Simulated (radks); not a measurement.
Species: Si III. Configuration: [He] 2s2 2p5 3s2 4f1 (not the ground configuration). Calculated with a radial shooting solver on a logarithmic mesh with Libxc functionals: non-relativistic Kohn-Sham, BLYP, spin-polarised, spherical densities, point nucleus; open shells are filled with parallel spins first.

Normalised radial functions P(r) = r R(r), r in bohr:

```
   r/bohr * 2s down, o 2p down, + 3s up (the largest magnitude, 1.38, reaches the edge; | marks zero, & curves that meet)
 0.004715                             o+*
  0.00709                             o+ *
  0.01058                             o +  *
  0.01591                             o +    *
  0.02392                             |o +     *
  0.03569                             | o +      *
  0.05366                             |   o+       *
   0.0807                             |   +  o   *
   0.1214                             | +   *     o
    0.181                        *  + |                 o
   0.2723          *           +      |                       o
   0.4094  *                  +       |                         o
   0.6108     *                    +  |                    o
   0.9185                *            |       +   o
    1.381                          *  |   o           +
    2.077                             *o           +
    3.099                             &    +
     4.66                             &+
    7.008                             &
    10.45                             &
    15.72                             &
```

2s down: eigenvalue -187.22 eV, 1 radial node at r = 0.153 bohr, <r> = 0.555 bohr, 90 % of the charge inside 0.871 bohr. 2p down: eigenvalue -145.28 eV, 0 radial nodes, <r> = 0.515 bohr, 90 % of the charge inside 0.858 bohr. 3s up: eigenvalue -38.625 eV, 2 radial nodes at r = 0.149, 0.687 bohr, <r> = 1.74 bohr, 90 % of the charge inside 2.57 bohr.
